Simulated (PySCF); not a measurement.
C₄H₈BrClSi, singlet, geometry from GFN2-xTB; PySCF with CASSCF(4,3)/STO-3G.

Input for PySCF:
```python
from pyscf import gto, scf, mcscf
import numpy

mol = gto.Mole()
mol.atom = '''
    C    -2.73365673   -1.33903097   -0.95877729
    C    -2.08224548   -0.66734710   -0.02282283
    Si   -0.41071239    0.16275126   -0.25537495
    Cl   -0.56654853    2.14890041    0.14103372
    Br    0.95071648   -0.74912745    1.26704292
    C     0.39188463   -0.13343914   -1.95437815
    C     1.77230351    0.50602673   -2.08996850
    H    -2.33723554   -1.46416884   -1.95336258
    H    -3.69273018   -1.79624251   -0.77406628
    H    -2.53088100   -0.57993428    0.95982161
    H    -0.26267569    0.26142953   -2.73325556
    H     0.47940033   -1.20678213   -2.13306041
    H     2.46120784    0.10165947   -1.35086041
    H     2.18485173    0.31287331   -3.07809807
    H     1.71456880    1.58354468   -1.95026381
'''
mol.basis = 'sto-3g'
mol.verbose = 4
mol.build()

mf = scf.RHF(mol)
mf.kernel()
mc = mcscf.CASSCF(mf, 3, 4)
mc.fix_spin_(ss=0.0)
mc.conv_tol = 1e-5
mc.kernel()
occ = numpy.linalg.eigvalsh(mc.fcisolver.make_rdm1(mc.ci, mc.ncas, mc.nelecas))[::-1]
ss = mc.fcisolver.spin_square(mc.ci, mc.ncas, mc.nelecas)[0]
print('natural occupations', occ.round(4), ' <S^2>', round(ss, 4))
```

Output, abridged:

```
PySCF version 2.14.0

[INPUT] verbose = 4
[INPUT] num. atoms = 15
[INPUT] num. electrons = 98
[INPUT] charge = 0
[INPUT] spin (= nelec alpha-beta = 2S) = 0
[INPUT] symmetry False subgroup None
[INPUT] Mole.unit = angstrom
[INPUT] Symbol           X                Y                Z      unit          X                Y                Z       unit  Magmom
[INPUT]  1 C     -2.733656730000  -1.339030970000  -0.958777290000 AA   -5.165862538274  -2.530401805611  -1.811826492553 Bohr   0.0
[INPUT]  2 C     -2.082245480000  -0.667347100000  -0.022822830000 AA   -3.934873681314  -1.261103249023  -0.043128898088 Bohr   0.0
[INPUT]  3 Si    -0.410712390000   0.162751260000  -0.255374950000 AA   -0.776133933066   0.307555307828  -0.482588714574 Bohr   0.0
[INPUT]  4 Cl    -0.566548530000   2.148900410000   0.141033720000 AA   -1.070621557975   4.060833243866   0.266515105129 Bohr   0.0
[INPUT]  5 Br     0.950716480000  -0.749127450000   1.267042920000 AA    1.796593769311  -1.415645712894   2.394364106869 Bohr   0.0
[INPUT]  6 C      0.391884630000  -0.133439140000  -1.954378150000 AA    0.740554623127  -0.252163428897  -3.693239447334 Bohr   0.0
[INPUT]  7 C      1.772303510000   0.506026730000  -2.089968500000 AA    3.349168243505   0.956251931409  -3.949468073968 Bohr   0.0
[INPUT]  8 H     -2.337235540000  -1.464168840000  -1.953362580000 AA   -4.416735059200  -2.766878107722  -3.691320298174 Bohr   0.0
[INPUT]  9 H     -3.692730180000  -1.796242510000  -0.774066280000 AA   -6.978248692116  -3.394406397201  -1.462773271461 Bohr   0.0
[INPUT] 10 H     -2.530881000000  -0.579934280000   0.959821610000 AA   -4.782671943865  -1.095916959447   1.813799971339 Bohr   0.0
[INPUT] 11 H     -0.262675690000   0.261429530000  -2.733255560000 AA   -0.496385113681   0.494030212574  -5.165104436845 Bohr   0.0
[INPUT] 12 H      0.479400330000  -1.206782130000  -2.133060410000 AA    0.905935327726  -2.280487717719  -4.030899982052 Bohr   0.0
[INPUT] 13 H      2.461207840000   0.101659470000  -1.350860410000 AA    4.651008753232   0.192108556268  -2.552756207418 Bohr   0.0
[INPUT] 14 H      2.184851730000   0.312873310000  -3.078098070000 AA    4.128771392482   0.591244867586  -5.816762336852 Bohr   0.0
[INPUT] 15 H      1.714568800000   1.583544680000  -1.950263810000 AA    3.240065453724   2.992465751212  -3.685464471551 Bohr   0.0

nuclear repulsion = 704.193355148986
number of shells = 38
number of NR pGTOs = 192
number of NR cGTOs = 64
basis = sto-3g
ecp = {}

******** <class 'pyscf.scf.hf.RHF'> ********
method = RHF
initial guess = minao
damping factor = 0
level_shift factor = 0
DIIS = <class 'pyscf.scf.diis.CDIIS'>
diis_start_cycle = 1
diis_space = 8
diis_damp = 0
SCF conv_tol = 1e-09
SCF conv_tol_grad = None
SCF max_cycles = 50
direct_scf = True
direct_scf_tol = 1e-13
Set gradient conv threshold to 3.16228e-05
Initial guess from minao.
init E= -3435.97494632524
  HOMO = -0.350334245850105  LUMO = 0.00704921845705153  gap/eV = 9.72490
cycle= 1 E= -3439.13386793983  delta_E= -3.16  |g|= 0.397  |ddm|= 4.58
  HOMO = -0.2463788887054  LUMO = 0.221431473456192  gap/eV = 12.72977
cycle= 2 E= -3439.22889743871  delta_E= -0.095  |g|= 0.102  |ddm|= 1.06
  HOMO = -0.302594667529362  LUMO = 0.260756333061564  gap/eV = 15.32956
cycle= 3 E= -3439.23378878273  delta_E= -0.00489  |g|= 0.03  |ddm|= 0.214
  HOMO = -0.313527275891057  LUMO = 0.262113038125978  gap/eV = 15.66397
cycle= 4 E= -3439.23432818337  delta_E= -0.000539  |g|= 0.0118  |ddm|= 0.0806
  HOMO = -0.314888577550135  LUMO = 0.260622232422454  gap/eV = 15.66045
cycle= 5 E= -3439.23437774064  delta_E= -4.96e-05  |g|= 0.00226  |ddm|= 0.0196
  HOMO = -0.314909518818906  LUMO = 0.260661854538651  gap/eV = 15.66209
cycle= 6 E= -3439.23438230271  delta_E= -4.56e-06  |g|= 0.000763  |ddm|= 0.00728
  HOMO = -0.3150842369659  LUMO = 0.260783209812585  gap/eV = 15.67015
cycle= 7 E= -3439.23438262643  delta_E= -3.24e-07  |g|= 0.000217  |ddm|= 0.00179
  HOMO = -0.315125218693052  LUMO = 0.260756368866872  gap/eV = 15.67054
cycle= 8 E= -3439.23438265572  delta_E= -2.93e-08  |g|= 6.16e-05  |ddm|= 0.000532
  HOMO = -0.315121091988249  LUMO = 0.260750752487655  gap/eV = 15.67027
cycle= 9 E= -3439.23438265814  delta_E= -2.41e-09  |g|= 1.03e-05  |ddm|= 0.000172
  HOMO = -0.315119604735437  LUMO = 0.260755171651359  gap/eV = 15.67035
cycle= 10 E= -3439.23438265821  delta_E= -7.09e-11  |g|= 1.91e-06  |ddm|= 2.96e-05
  HOMO = -0.315119359204295  LUMO = 0.260754587790421  gap/eV = 15.67033
Extra cycle  E= -3439.23438265822  delta_E= -1.18e-11  |g|= 7.32e-07  |ddm|= 3.89e-06
converged SCF energy = -3439.23438265822

******** <class 'pyscf.mcscf.mc1step.CASSCF'> ********
CAS (2e+2e, 3o), ncore = 47, nvir = 14
max_cycle_macro = 50
max_cycle_micro = 4
conv_tol = 1e-05
conv_tol_grad = None
orbital rotation max_stepsize = 0.02
orbital rotation threshold for CI restart = 0.01
augmented hessian ah_max_cycle = 30
augmented hessian ah_conv_tol = 1e-12
augmented hessian ah_linear dependence = 1e-14
augmented hessian ah_level shift = 1e-08
augmented hessian ah_start_tol = 2.5
augmented hessian ah_start_cycle = 3
augmented hessian ah_grad_trust_region = 3
kf_trust_region = 3
kf_interval = 4
ci_response_space = 4
ci_grad_trust_region = 3
with_dep4 0
natorb = False
canonicalization = True
sorting_mo_energy = False
ao2mo_level = 2
internal_rotation = False
******** <class 'pyscf.fci.addons.SpinPenaltyFCISolver'> ********
max. cycles = 50
conv_tol = 1e-08
davidson only = True
linear dependence = 1e-12
level shift = 0.001
max iter space = 12
nroots = 1
pspace_size = 400
spin = None
CASCI E = -3439.23445698833  S^2 = 0.0000000
Set conv_tol_grad to 0.00316228
macro iter   1 (  6 JK    1 micro), CASSCF E = -3439.23447071835  dE = -1.37300203e-05  S^2 = 0.0000000
               |grad[o]|=0.000452  |grad[c]|=0.00184  |ddm|=0.000153  |maxRot[o]|=0.0373
macro iter   2 (  6 JK    1 micro), CASSCF E = -3439.23456948871  dE = -9.87703561e-05  S^2 = 0.0000000
               |grad[o]|=0.000506  |grad[c]|=0.0053  |ddm|=0.000359  |maxRot[o]|=0.0496
macro iter   3 (  6 JK    1 micro), CASSCF E = -3439.23498808746  dE = -4.18598755e-04  S^2 = 0.0000000
               |grad[o]|=0.000993  |grad[c]|=0.012  |ddm|=0.00113  |maxRot[o]|=0.0798
macro iter   4 ( 21 JK    4 micro), CASSCF E = -3439.24667112053  dE = -1.16830331e-02  S^2 = 0.0000000
               |grad[o]|=0.00269  |grad[c]|=0.0353  |ddm|=0.0263  |maxRot[o]|=0.306
macro iter   5 ( 21 JK    4 micro), CASSCF E = -3439.26588454461  dE = -1.92134241e-02  S^2 = 0.0000000
               |grad[o]|=0.0243  |grad[c]|=0.0276  |ddm|=0.0479  |maxRot[o]|=0.233
macro iter   6 ( 21 JK    4 micro), CASSCF E = -3439.27310964073  dE = -7.22509612e-03  S^2 = 0.0000000
               |grad[o]|=0.0283  |grad[c]|=0.0156  |ddm|=0.0303  |maxRot[o]|=0.0962
macro iter   7 ( 12 JK    3 micro), CASSCF E = -3439.27597939301  dE = -2.86975228e-03  S^2 = 0.0000000
               |grad[o]|=0.0173  |grad[c]|=0.0239  |ddm|=0.00779  |maxRot[o]|=0.0939
macro iter   8 ( 10 JK    3 micro), CASSCF E = -3439.27621320421  dE = -2.33811207e-04  S^2 = 0.0000000
               |grad[o]|=0.00524  |grad[c]|=0.0103  |ddm|=0.000539  |maxRot[o]|=0.0517
macro iter   9 (  3 JK    1 micro), CASSCF E = -3439.27622171925  dE = -8.51503501e-06  S^2 = 0.0000000
               |grad[o]|=0.00109  |grad[c]|=0.000312  |ddm|=8.83e-05  |maxRot[o]|=0.00956
1-step CASSCF converged in   9 macro (106 JK  22 micro) steps
CASSCF canonicalization
Density matrix diagonal elements [1.95082036 1.93263924 0.11654039]
CASSCF energy = -3439.27622171925
CASCI E = -3439.27622171925  E(CI) = -3.80524742422722  S^2 = 0.0000000
natural occupations [2.     1.8835 0.1165]  <S^2> 0.0
```
